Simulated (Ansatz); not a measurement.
The first iterations of a band of F2H2Si + H2S (8 atoms, charge 0, multiplicity 1).

Theory: Ansatz 0.2.0, RKS BLYP/cc-pVDZ.

* movable images: 4
* climbing image: no
* spring: 5.0 eV/Å²
* optimiser: quadratic models (default)
* start path: through a guess of the saddle point
* force threshold: 0.05 eV/Å
* iteration limit: 60
* end points: relaxed

Image 0:

```xyz
8
Properties=species:S:1:pos:R:3
Si -0.923 0.588 -0.796
H -1.033 -0.878 -1.055
F -1.607 1.383 -2.076
F 0.686 1.005 -0.787
H -1.555 1.097 0.455
H 1.574 -2.071 1.201
S 1.185 -1.014 1.981
H 1.674 -0.110 1.077
```

Image 5:

```xyz
8
Properties=species:S:1:pos:R:3
Si -0.293 1.124 0.153
H -0.437 -2.722 -1.126
F -0.276 -0.332 -0.638
F 0.383 2.189 -0.915
H -1.700 1.519 0.441
H -0.494 -3.475 -1.270
S 0.826 1.030 1.991
H 1.991 0.668 1.365
```

| iteration | highest image above the first end (eV) | largest band force component (eV/Å) |
| --- | --- | --- |
| 1 | 4.117 | 12.765 |
| 2 | 2.379 | 5.866 |
| 3 | 1.766 | 2.944 |
| 4 | 1.466 | 0.949 |
| 5 | 1.240 | 1.457 |
| 6 | 1.084 | 0.666 |

Problem. Does the band converge within its limit, and where does its top end?

Solution. The run converged. It ended after 18 iterations with the highest image 0.084 eV above the first end. No image climbed, so the highest image needn't sit at the top of the path. A band with more images between the same ends climbed to 1.91 eV, so this one has probably stepped over the top. The orbitals stay closed-shell, which can raise the energy where a bond breaks towards radicals; this wasn't checked here.

The run took 55 s on 2 threads of AMD EPYC 9R14 (Zen 4) (shared host), peak memory 0.14 GiB.
